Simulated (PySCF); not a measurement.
2-methylideneimidazole (C4H4N2), SMILES N1=CC=NC1=C.

Coordinates come from a B3LYP-D3(BJ)/def2-SVP optimisation.

The numbers are results of PBE/def2-TZVP run with PySCF, not measurements.

```yaml
total_energy: -264.06346 hartree
point_group: C2v
highest_occupied_level: -6.50 eV
lowest_empty_level: -3.67 eV
orbital_gap: 2.83 eV
dipole_moment: 0.49 D
quadrupole, principal values (traceless, Buckingham form, about the centre of nuclear charge): -9.33, -4.04, 13.37 D·Å
mean_static_polarisability: 61.5 bohr³ (9.11 Å³)
polarisability_principal_values: 33.6, 54.7, 96.1 bohr³
```
